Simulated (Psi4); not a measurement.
triplet silylene (H$_{2}$Si), triplet (typed; the unrestricted solution is spin-contaminated), at a GFN2-xTB geometry, with bond 3-1 at 1.5 times its length; HF/def2-SVP (Psi4).

Here is a job for Psi4.
```
memory 2 GB

molecule mol {
0 3
  Si   -0.006391   -0.001951    0.085235
  H     0.045667    1.283842   -0.567511
  H     0.068914   -1.883827   -0.981295
}

set basis def2-svp
set reference uhf
set stability_analysis follow
set scf_type pk

energy('scf')
print_variables()
```

The log (banner, timings and long lists left out):

```
   => Loading Basis Set <=

    Name: DEF2-SVP
    Role: ORBITAL
    Keyword: BASIS

         ---------------------------------------------------------
                                   SCF
               by Justin Turney, Rob Parrish, Andy Simmonett
                          and Daniel G. A. Smith
                              UHF Reference
         ---------------------------------------------------------

  ==> Geometry <==

    Molecular point group: cs
    Full point group: Cs

    Geometry (in Angstrom), charge = 0, multiplicity = 3:

       Center              X                  Y                   Z               Mass
    ------------   -----------------  -----------------  -----------------  -----------------
         SI          -0.057930223645     0.020029928338     0.000000000000    27.976926534650
         H            0.596880830540     1.305826762230     0.000000000000     1.007825032230
         H            1.011245142949    -1.861851682914     0.000000000000     1.007825032230

  Running in cs symmetry.

  Rotational constants: A =     14.51830  B =      3.03971  C =      2.51346 [cm^-1]
  Rotational constants: A = 435247.61786  B =  91128.25083  C =  75351.77133 [MHz]
  Nuclear repulsion =    8.722855074117117

  Charge       = 0
  Multiplicity = 3
  Electrons    = 16
  Nalpha       = 9
  Nbeta        = 7

  ==> Algorithm <==

  SCF Algorithm Type is PK.
  DIIS enabled.
  MOM disabled.
  Fractional occupation disabled.
  Guess Type is SAD.
  Energy threshold   = 1.00e-06
  Density threshold  = 1.00e-06
  Integral threshold = 1.00e-12

  ==> Primary Basis <==

  Basis Set: DEF2-SVP
    Blend: DEF2-SVP
    Number of shells: 14
    Number of basis functions: 28
    Number of Cartesian functions: 29
    Spherical Harmonics?: true
    Max angular momentum: 2

  ==> Integral Setup <==

  Using in-core PK algorithm.
   Calculation information:
      Number of atoms:                   3
      Number of AO shells:              14
      Number of primitives:             28
      Number of atomic orbitals:        29
      Number of basis functions:        28

      Integral cutoff                 1.00e-12
      Number of threads:                 1

  Performing in-core PK
  Using 165242 doubles for integral storage.
  We computed 5565 shell quartets total.
  Whereas there are 5565 unique shell quartets.

  ==> DiskJK: Disk-Based J/K Matrices <==

    J tasked:                  Yes
    K tasked:                  Yes
[...]
  Energy and wave function converged.

    Wavefunction stable under totally symmetric rotations.
    Lowest totally symmetric eigenvalue: 0.085631
    Lowest UHF->UHF stability eigenvalues:
     App 0.051780        Ap 0.085631

    Stability analysis over.

  ==> Post-Iterations <==

   @Spin Contamination Metric:   1.423592371E-01
   @S^2 Expected:                2.000000000E+00
   @S^2 Observed:                2.142359237E+00
   @S   Expected:                1.000000000E+00
   @S   Observed:                1.000000000E+00

    Orbital Energies [Eh]
    ---------------------

    Alpha Occupied:

[...]
    Alpha Virtual:

[...]
      21Ap     2.393838

    Beta Occupied:

[...]
       6Ap    -0.391266

    Beta Virtual:

[...]
    Final Occupation by Irrep:
             Ap   App
    DOCC [     6,    1 ]
    SOCC [     1,    1 ]
    NA   [     7,    2 ]
    NB   [     6,    1 ]

  @UHF Final Energy:  -289.85251095403163

   => Energetics <=

    Nuclear Repulsion Energy =              8.7228550741171169
    One-Electron Energy =                -418.8013961904439384
    Two-Electron Energy =                 120.2260301622952028
    Total Energy =                       -289.8525109540316294

  UHF NO Occupations:
  HONO-2 :    6 Ap 1.9284069
  HONO-1 :    7 Ap 1.0000000
  HONO-0 :    2App 1.0000000
  LUNO+0 :    8 Ap 0.0715931
  LUNO+1 :    9 Ap 0.0021479
  LUNO+2 :    3App 0.0000014
  LUNO+3 :   10 Ap 0.0000012

Computation Completed

Properties will be evaluated at   0.000000,   0.000000,   0.000000 [a0]

Properties computed using the SCF density matrix

 Multipole Moments:

 ------------------------------------------------------------------------------------
     Multipole            Electronic (a.u.)      Nuclear  (a.u.)        Total (a.u.)
 ------------------------------------------------------------------------------------

 L = 1.  Multiply by 2.5417464519 to convert [e a0] to [Debye]
 Dipole X            :         -1.6225014            1.5063061           -0.1161953
 Dipole Y            :          0.8198270           -0.5208197            0.2990073
 Dipole Z            :          0.0000000            0.0000000            0.0000000
 Magnitude           :                                                    0.3207908

 ------------------------------------------------------------------------------------

  Variable Map:
  ----------------------------------------------------------------------------
[...]
[...]
```
